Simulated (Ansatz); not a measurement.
**Cost against result**

Saddle point of CH₇ClGe, singlet (CH₆Ge ([CH3][GeH3]) + HCl → CH₅ClGe ([CH3][GeH2][Cl]) + H₂; bonds formed: Ge1–Cl7, H2–H6; bonds broken: Ge1–H2, H6–Cl7), PBE0-D4/def2-TZVP structure:

```
10
angstrom
Ge -0.4664 0.0497 -0.5957
H 0.9605 0.8319 -1.4712
H -0.3426 -0.8648 -1.8502
H -1.7577 0.8494 -0.7342
C 0.0000 -0.9753 0.9718
H 0.9129 1.3930 -0.8044
Cl 0.3933 2.2030 0.7048
H -0.3789 -1.9936 0.8636
H -0.4076 -0.4897 1.8555
H 1.0863 -1.0037 1.0601
```

Barriers are electronic and count from the start structure reached by relaxing down the imaginary mode.

Computed with Ansatz 0.2.0 (basis: as named in each row); correlated methods freeze the cores. Filled d shells of the heavier atoms are correlated. The def2 sets are not built for correlating such inner shells, so the correlated values are less sure here. B3LYP uses VWN-RPA correlation. Extrapolation: Hartree–Fock as exp(−7.88 √X), correlation as X^−2.97.

Times are rough, for one single point on 4 threads of a shared host (Intel Xeon).

The estimate by CCSD(T) at an estimated basis limit (MP2 extrapolated from triple and quadruple zeta, plus CCSD(T) − MP2 in triple zeta) is 39.57 kcal/mol.

| method | basis | time (s) | barrier (kcal/mol) | method less estimate |
| --- | --- | --- | --- | --- |
| HF | STO-3G | under 1 | 70.44 | 30.87 |
| PBE-D4 | STO-3G | under 1 | 50.13 | 10.56 |
| SPW92 | def2-SVP | under 1 | 28.87 | -10.70 |
| PBE-D4 | def2-SVP | 1 | 32.66 | -6.91 |
| B3LYP-D4 | 6-31G | 2 | 34.62 | -4.94 |
| SPW92 | def2-TZVPP | 2 | 28.97 | -10.60 |
| PBE0-D4 | def2-SVP | 2 | 36.38 | -3.18 |
| PBE-D4 | def2-TZVPP | 3 | 32.33 | -7.24 |
| BLYP-D4 | def2-TZVPP | 3 | 34.49 | -5.08 |
| BHLYP-D4 | def2-TZVPP | 4 | 40.31 | 0.74 |
| B3LYP-D4 | def2-TZVPP | 4 | 37.07 | -2.50 |
| PBE0-D4 | def2-TZVPP | 5 | 35.55 | -4.02 |
| r2SCAN-D4 | def2-TZVPP | 5 | 34.38 | -5.18 |
| CAM-B3LYP-D4 | def2-TZVPP | 6 | 39.67 | 0.10 |
| r2SCAN0-D4 | def2-TZVPP | 6 | 36.66 | -2.91 |
| RPA on PBE | def2-TZVPP | 6 | 42.41 | 2.84 |
| wB97M-V | def2-SVP | 7 | 39.20 | -0.36 |
| CCSD(T) | def2-SVP | 7 | 47.24 | 7.67 |
| B2PLYP | def2-TZVPP | 8 | 39.38 | -0.19 |
| PBE-QIDH | def2-TZVPP | 8 | 38.60 | -0.97 |
| B97M-V | def2-TZVPP | 10 | 37.89 | -1.68 |
| wB97X-V | def2-TZVPP | 10 | 39.50 | -0.07 |
| wB97M-V | def2-TZVPP | 11 | 38.33 | -1.24 |
| MP2 | def2-QZVPP | 34 | 38.71 | -0.85 |
| CCSD(T) | def2-TZVPP | 100 | 41.70 | 2.14 |

All methods are single points on the PBE0-D4 structures.

No T1 diagnostic of these runs exceeds 0.012.

Labels in which every atom is bracketed show which atoms are joined, not bond orders.
